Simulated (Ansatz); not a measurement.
CH$_{6}$BNSi (`BN1C[SiH2]1`), relaxed with RKS PBE0-D4/def2-TZVP in Ansatz 0.2.0 from a PBE-D4/def2-SVP geometry. The force threshold is 0.005 eV/Å; the program also tests the step.

Charge 0, multiplicity 1.

Start:

```xyz
10

B    -1.681   -0.005    0.536
N    -0.366    0.015    0.056
C     0.973   -0.263    0.631
Si    0.876    0.252   -1.162
H    -2.587    0.284   -0.227
H    -1.888   -0.313    1.699
H     1.174   -1.319    0.899
H     1.325    0.452    1.401
H     1.190    1.655   -1.574
H     0.983   -0.758   -2.260
```

```tsv
step	energy (eV)	largest force (eV/Å)	largest move (Å)
1	-11172.3731	0.759	0.000
2	-11172.4225	0.526	0.026
3	-11172.4334	0.101	0.017
4	-11172.4336	0.098	0.010
5 (rejected)	-11172.4333	0.121	0.018
6	-11172.4345	0.022	0.009
7	-11172.4345	0.002	0.003
```

End:

```xyz
10

B    -1.660   -0.006    0.529
N    -0.364    0.020    0.036
C     0.971   -0.260    0.623
Si    0.862    0.248   -1.139
H    -2.560    0.280   -0.208
H    -1.854   -0.312    1.673
H     1.149   -1.299    0.891
H     1.298    0.445    1.385
H     1.180    1.629   -1.559
H     0.977   -0.744   -2.230
```

It took 24 s on 2 threads of an AMD EPYC 7B13 on a shared host, with 0.36 GiB of host memory at the peak.
